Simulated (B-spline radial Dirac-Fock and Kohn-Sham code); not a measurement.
## How the binding energies of Pr add up

System: the Pr atom, [Xe] 4f5 (not the ground configuration); nuclear rms radius 4.8919 fm (A = 141).

Input of the calculation (task.json; shells as n, l, electrons):

```json
{"items": [{
  "Z": 59,
  "q": 0,
  "cfg": [[1, 0, 2], [2, 0, 2], [2, 1, 6], [3, 0, 2], [3, 1, 6], [3, 2, 10], [4, 0, 2], [4, 1, 6], [4, 2, 10], [4, 3, 5], [5, 0, 2], [5, 1, 6]],
  "A": 141,
  "rrms": 4.8919,
  "do": ["binding"]
}]}
```

Run with: `python xray_run.py task.json out`

Model: Dirac-Fock ΔSCF + Breit + QED. Program: a radial B-spline solver. Electron correlation is not included. Energies are counted from the vacuum level. Subshells whose hole state is unreliable or did not converge are left out.

All terms are in eV, carry their sign (relaxation lowers the binding energy) and add up to the binding energy; ⟨r⟩ is the mean radius of the orbital in the initial state.

```tsv
subshell	−ε (Koopmans)	relaxation	Breit	self-energy	vacuum polarisation	binding energy	⟨r⟩ (bohr)
K (1s)	42229.4	-83.30	-109.13	-66.05	10.02	41980.9	0.024
L1 (2s)	6902.2	-51.95	-11.09	-8.60	1.21	6831.8	0.102
L2 (2p1/2)	6506.0	-55.59	-18.44	0.38	0.00	?	0.086
L3 (2p3/2)	6022.3	-53.93	-11.96	-0.39	-0.05	5955.9	0.092
M1 (3s)	1534.9	-32.86	-1.89	-1.86	0.25	1498.5	0.271
M2 (3p1/2)	1365.9	-33.51	-3.21	0.05	0.00	1329.2	0.261
M3 (3p3/2)	1267.6	-32.64	-1.93	-0.10	-0.01	1232.9	0.273
M4 (3d3/2)	976.5	-34.48	-1.27	0.14	-0.01	940.9	0.245
M5 (3d5/2)	955.4	-33.91	-0.76	0.08	-0.01	920.8	0.248
N1 (4s)	324.2	-19.84	-0.46	-0.43	0.06	303.5	0.623
N2 (4p1/2)	259.0	-19.58	-0.70	0.00	0.00	238.7	0.642
N3 (4p3/2)	237.3	-18.45	-0.42	-0.03	0.00	218.4	0.668
N4 (4d3/2)	128.9	-17.79	-0.23	0.01	0.00	110.9	0.724
N5 (4d5/2)	123.9	-16.44	-0.14	0.00	0.00	107.4	0.734
O1 (5s)	47.99	-7.68	-0.14	-0.07	0.01	40.11	1.550
O2 (5p1/2)	28.72	-6.56	-0.15	-0.01	0.00	22.00	1.745
O3 (5p3/2)	25.66	-5.97	-0.11	-0.01	0.00	19.56	1.836
```

Q: Which binding energy belongs in the row of L2 (2p1/2)?

A: 6432.4 eV, the sum of the terms in that row (to rounding).

For the deepest level, K (1s), the Breit terms make up -0.260 % of the binding energy, QED -0.133 % and orbital relaxation -0.198 %.

Spin-orbit splittings: 2p 476.5 eV, 3p 96.25 eV, 3d 20.13 eV, 4p 20.37 eV, 4d 3.49 eV, 5p 2.44 eV.
